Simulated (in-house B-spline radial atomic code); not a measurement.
A fraction x of an electron is removed from 3p in S3+, starting from [Ne] 3s2 3p1 and keeping the highest spin. All numbers are computed (scalar-relativistic (X2C) BHandHLYP, spin-polarised, spherical fractional occupations; Fermi nucleus of rms radius 3.2611 fm) with a B-spline radial code for spherical atoms, not measured.

Caution: exact exchange at fractional occupations of open shells leaves self-interaction of up to several eV.

```tsv
x	E(x) - E(0) (eV)	3p up level (eV)
0	0.0000	-39.849
0.1	4.0360	-40.871
0.17	6.9220	-41.589
0.29	11.9868	-42.825
0.4	16.7601	-43.963
0.5	21.2082	-45.001
0.61	26.2214	-46.147
0.74	32.3088	-47.506
0.81	35.6598	-48.238
0.96	43.0135	-49.811
1	45.0144	-
```

The exact functional would give a straight line between the two integer points. Deviations E(x) - E(0) - x[E(1) - E(0)], in eV: -0.465 at x = 0.1, -0.73 at x = 0.17, -1.067 at x = 0.29, -1.246 at x = 0.4, -1.299 at x = 0.5, -1.237 at x = 0.61, -1.002 at x = 0.74, -0.802 at x = 0.81, -0.2 at x = 0.96.

The curve lies below the straight line by up to 1.299 eV (at x = 0.5): convex, the delocalisation error, to which spherically averaged exact exchange adds.

Q: How well does Slater's transition state (minus the level at half occupation) give the ionisation energy?

A: It gives 45.001 eV against 45.014 eV from the two total energies; NIST lists 47.22 eV, ground level to ground level. The end point has an open shell averaged over its orbitals, so its exact exchange keeps a self-interaction and this is no true integer point.
